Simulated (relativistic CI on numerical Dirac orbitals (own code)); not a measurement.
Bi LXXIV: sensitivity of the levels to the model

Base calculation: Dirac-Coulomb-Breit CI, KLI orbitals optimised for each configuration, model QED (radiative potential, 1s self-energy scaled to tabulated hydrogen-like ionisation energies), unscaled Slater integrals.

CI space (outside the closed core 1s2): 2s2.2p6, 2s2.2p5.3s, 2s2.2p5.3p, 2s2.2p5.3d, 2s.2p6.3s, 2s.2p6.3p, 2s.2p6.3d, 2s2.2p5.4s, 2s2.2p5.4p, 2s2.2p5.4d, 2s2.2p5.4f, 2s2.2p4.3s2, 2s2.2p4.3s.3p, 2s2.2p5.5s, 2s2.2p5.5p, 2s2.2p4.3s.3d, 2s.2p6.4s, 2s2.2p4.3p2, 2s2.2p5.5d, 2s2.2p5.5f, 2s2.2p5.5g, 2s.2p6.4p, 2s2.2p4.3p.3d, 2s.2p6.4d, 2s.2p6.4f, 2s.2p5.3s2, 2s2.2p4.3d2, 2s.2p5.3s.3p, 2s.2p5.3s.3d, 2s.2p5.3p2, 2s.2p6.5s, 2s.2p5.3p.3d, 2s.2p6.5p, 2s.2p6.5d, 2s.2p6.5f, 2s.2p6.5g. Levels of other configurations are missing.

Variants: (1) P86 correlation estimate; (2) one mean potential for all configurations; (3) only the first 3 configurations. Shifts of the energy above 2s2.2p6 1S_0, in eV, for the lowest level and the first level of each name with at least 55 % of one term (blank where a level changes its place among those of its configuration and J or its character, or is not in the variant):

| Level | Base | Δ(1) | Δ(2) | Δ(3) |
| --- | --- | --- | --- | --- |
| 2s2.2p6 1S_0 | 0.0 | 0.0 | 0.0 | 0.0 |
| 2s2.2p5.3s 3P°_2 | 10493.8 | +1.3 | -2.2 | +0.1 |
| 2s2.2p5.3s 1P°_1 | 10504.0 | +1.3 | -2.3 | +0.1 |
| 2s2.2p5.3p 3D_3 | 11330.5 | +1.4 | -2.1 | -0.2 |
| 2s2.2p5.3p 1P_1 | 11331.3 | +1.4 | -2.1 | +0.2 |
| 2s2.2p5.3p 3P_2 | 11346.1 | +1.4 | -2.1 | -0.3 |
| 2s2.2p5.3p 1S_0 | 11413.7 | +1.4 | -1.0 | +1.2 |
| 2s2.2p5.3d 3P°_0 | 11515.1 | +1.2 | -2.3 |  |
| 2s2.2p5.3d 3P°_1 | 11526.5 | +1.2 | -2.3 |  |
| 2s2.2p5.3d 3F°_4 | 11669.4 | +1.2 | -2.3 |  |
| 2s2.2p5.3d 3D°_3 | 11689.7 | +1.2 | -2.3 |  |
| 2s2.2p5.3d 1P°_1 | 11722.4 | +1.2 | -2.3 |  |
| 2s2.2p5.3s 3P°_0 | 12867.8 | +1.3 | -1.9 | +0.4 |
| 2s2.2p5.3s 3P°_1 | 12871.2 | +1.3 | -1.9 | 0.0 |

At this charge energies of transitions that change n are usually good to better than 1 %, and those within a shell (Δn = 0) to a few per cent.

Ionisation energy from the two ground configurations alone: base 20122.3 eV. The NIST ASD value (theoretical) is 20130 eV.

LS names give the leading component of a level, which can be under half, so a name can repeat, a term be missing and a line seem to break the LS rules.
